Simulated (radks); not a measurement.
Results of a calculation; reference values are marked as such.
Zn2+, 28 electrons, occupied as [Ar] 3d10 (the NIST ground configuration).

Level of theory: scalar-relativistic Kohn-Sham, r2SCAN, spin-polarised, spherical densities, finite nucleus; meta-GGA in the generalised Kohn-Sham scheme; Fermi nuclear charge, rms radius 3.9283 fm (a radial shooting solver on a logarithmic mesh with Libxc functionals).

Energy parts (Ry):
total: -3590.54257
kinetic: 3647.85332
electron-nucleus: -8610.43240
Hartree: 1514.80529
exchange-correlation: -142.76878

Orbitals (lengths in bohr, moments of r in powers of bohr; <r^-3> diverges for s and p1/2):
1s: occ. 2; eigenvalue (Ry) -703.7626; <r> 0.05032; <r^4> 0.00002991
2s: occ. 2; eigenvalue (Ry) -87.43692; <r> 0.2258; <r^4> 0.006306
2p: occ. 6; eigenvalue (Ry) -75.85525; <r> 0.1982; <r^-3> 795.3; <r^4> 0.004693
3s: occ. 2; eigenvalue (Ry) -11.33846; <r> 0.6812; <r^4> 0.4678
3p: occ. 6; eigenvalue (Ry) -7.85277; <r> 0.7139; <r^-3> 101.8; <r^4> 0.6377
3d: occ. 10; eigenvalue (Ry) -2.28136; <r> 0.8749; <r^-3> 9.613; <r^4> 2.632

The highest occupied level is 3d at -31.039 eV. For comparison, the ionisation energy in NIST's Atomic Spectra Database is 39.723 eV (measured). In exact Kohn-Sham theory the highest level is minus the ionisation energy, but local and semilocal functionals leave it too shallow, through self-interaction and a potential that decays too fast; potentials with the right tail come closer. The density falls to 0.001 e/bohr^3 at r = 2.86 bohr.
